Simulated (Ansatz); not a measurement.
```tsv
atom	x (Å)	y (Å)	z (Å)
N	0.0000	0.0000	0.0000
O	0.0000	0.0000	2.3000
```

Basis set: pcseg-2 (spherical functions). Charge 0, multiplicity 2.

Computed with Ansatz (development build ahead of 0.2.0); each method stands on the lowest determinant of its kind that the runs found.

The atomization energy at this shape (free ground-state atoms in the same class of orbitals less the molecule, no zero-point energy) of doublet NO:

| method | atomization energy |
| --- | --- |
| PBE (unrestricted) | 49.6 kJ/mol |
| UHF | -10.5 kJ/mol |

(1) What does ROHF give?

Answers

(1) -634.6 kJ/mol. Caution: the shape is not the minimum. Caution for PBE (unrestricted), UHF: the unrestricted determinant is a mixture of spin states. Caution for ROHF: an unrestricted determinant lies well below; the molecule lies well above its atoms at this level.
